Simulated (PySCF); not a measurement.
C4H6ClF, SMILES C1CC1[C@@H](Cl)F.

Geometry: r2SCAN-D4/def2-SVP. The structure was generated by enumeration; whether it is a known compound was not checked. The values are those of a single conformer.

The numbers are results of PySCF 2.14.0 with TDA-PBE/def2-SVPD, not measurements.

Vertical excitations. Isolated molecule, no solvent.

Computed lowest excited states:
| state | energy (eV) | λ (nm) | f | main pairs |
|---|---|---|---|---|
| S1 | 6.80 | 182 | 0.027 | HOMO→LUMO 92 % |
| S2 | 6.89 | 180 | 0.049 | HOMO−1→LUMO 55 %, HOMO−2→LUMO 37 % |
| S3 | 7.07 | 175 | 0.014 | HOMO−2→LUMO 55 %, HOMO−1→LUMO 38 % |
| S4 | 7.23 | 171 | 0.014 | HOMO→LUMO+1 97 % |
| S5 | 7.44 | 167 | 0.012 | HOMO−1→LUMO+1 78 %, HOMO−3→LUMO 15 % |
| S6 | 7.49 | 165 | 0.010 | HOMO−3→LUMO 65 %, HOMO−1→LUMO+1 19 % |
| S7 | 7.67 | 162 | 0.026 | HOMO−2→LUMO+1 78 % |
| S8 | 7.73 | 160 | 0.035 | HOMO→LUMO+2 90 % |
| S9 | 7.86 | 158 | 0.026 | HOMO→LUMO+3 99 % |
| S10 | 7.96 | 156 | 0.012 | HOMO−1→LUMO+2 88 % |
| T1 | 6.17 | 201 | 0 | HOMO→LUMO 96 % |
| T2 | 6.40 | 194 | 0 | HOMO−1→LUMO 86 % |
| T3 | 6.67 | 186 | 0 | HOMO−2→LUMO 82 % |
| T4 | 7.03 | 176 | 0 | HOMO−3→LUMO 89 % |
Triplets are in the Tamm–Dancoff approximation.
